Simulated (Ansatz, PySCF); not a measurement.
Reaction (SMILES): CN(C)C → C[N]C + [CH3] (CH3) (the C-N bond at the site shown breaks; other sites are not compared here)
Structures are relaxed separately at B3LYP-D3(BJ)/def2-TZVP in Ansatz (a first-principles code).

Wanted: bond dissociation energy (enthalpy at 298 K, with B3LYP-D3(BJ) rigid-rotor harmonic-oscillator terms from PySCF), in eV. Correlated levels leave the core frozen unless marked. UHF or UKS for open shells. Spin-orbit coupling is left out. Non-relativistic. Basis-set limits of correlation are two-point, X^-3; Hartree-Fock from the larger set. The bracket is a focal-point correction in the basis named.

```
level      program  bond dissociation energy (eV)
---------  -------  -----------------------------
HF/6-31G*   Ansatz                           1.98
```

Task: What does RI-MP2/CBS(cc-pVTZ,cc-pVQZ)+[CCSD(T)-MP2]/cc-pVTZ (Ansatz) give?

Result: 3.45 eV, so HF/6-31G* differs from it by -1.47 eV.
